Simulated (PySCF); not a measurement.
**How exact exchange moves a shielding**

Molecule: SMILES C1(Cl)=C(BF)C1, C$_{3}$H$_{3}$BClF.

Mapped SMILES: `[F:1][BH:2][C:3]1=[C:4]([Cl:5])[CH2:6]1` (H(Xn): hydrogen on atom n).

GIAO shieldings (ppm, equivalent atoms averaged) in PySCF 2.14 on the PBE0-D3(BJ)/def2-SVP geometry, basis pcSseg-2, gas phase, non-relativistic:

| functional | exact exchange (%) | σ(F1) | σ(B2) | σ(C6) | σ(Cl5) |
| --- | --- | --- | --- | --- | --- |
| BLYP | 0 | 171.0 | 50.6 | 154.7 | 619.1 |
| BP86 | 0 | 169.2 | 53.1 | 158.5 | 632.4 |
| PBE | 0 | 165.2 | 51.9 | 158.8 | 633.2 |
| B3LYP | 20 | 194.4 | 54.7 | 160.6 | 652.4 |
| PBE0 | 25 | 195.7 | 57.2 | 165.5 | 673.7 |
| BHandHLYP | 50 | 224.9 | 61.3 | 168.1 | 693.8 |
| HF | 100 | 266.4 | 74.0 | 179.4 | 752.9 |

(1) Fit each shielding as a line in the percentage of exact exchange.

(2) What does the line predict for mPW1PW91 (25 %), and what does the run give?

## Answers

(1) σ(F1) = 170.5 + 0.99 x (rms 3.4 ppm); σ(B2) = 51.5 + 0.22 x (rms 1.0 ppm); σ(C6) = 157.5 + 0.22 x (rms 1.6 ppm); σ(Cl5) = 630.5 + 1.25 x (rms 6.6 ppm). The functionals also differ in their semilocal parts, which the line can't hold; Hartree–Fock has no correlation at all.

(2) σ(F1): 195.2 predicted, 198.0 computed; σ(B2): 57.0 predicted, 57.5 computed; σ(C6): 163.0 predicted, 164.8 computed; σ(Cl5): 661.8 predicted, 671.8 computed ppm.
